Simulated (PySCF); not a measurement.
# Radial density of Ti(2+) (titanium, charge +2)

UHF, [Ar] 3d2, high-spin 3F determinant. Computed with PySCF 2.14 in def2-SVP (5s3p2d1f, 31 functions), with no relativity, point nucleus.

| r (bohr) | 4πr²ρ (e/bohr) | 4πr²(ρα − ρβ) |
| --- | --- | --- |
| 0.00130 | 0.1401 | 0.0000 |
| 0.00219 | 0.3869 | 0.0000 |
| 0.00368 | 1.032 | 0.0000 |
| 0.00618 | 2.602 | 0.0000 |
| 0.0104 | 6.136 | 0.0000 |
| 0.0175 | 12.71 | 0.0000 |
| 0.0294 | 21.48 | 0.0000 |
| 0.0495 | 26.02 | 0.0000 |
| 0.0832 | 21.27 | 0.0006 |
| 0.140 | 21.19 | 0.0086 |
| 0.235 | 27.96 | 0.0798 |
| 0.396 | 14.41 | 0.3888 |
| 0.666 | 8.597 | 1.0827 |
| 1.12 | 8.729 | 1.3475 |
| 1.89 | 1.815 | 0.6384 |
| 3.17 | 0.1050 | 0.0856 |
| 5.33 | 0.0006827 | 0.0007 |
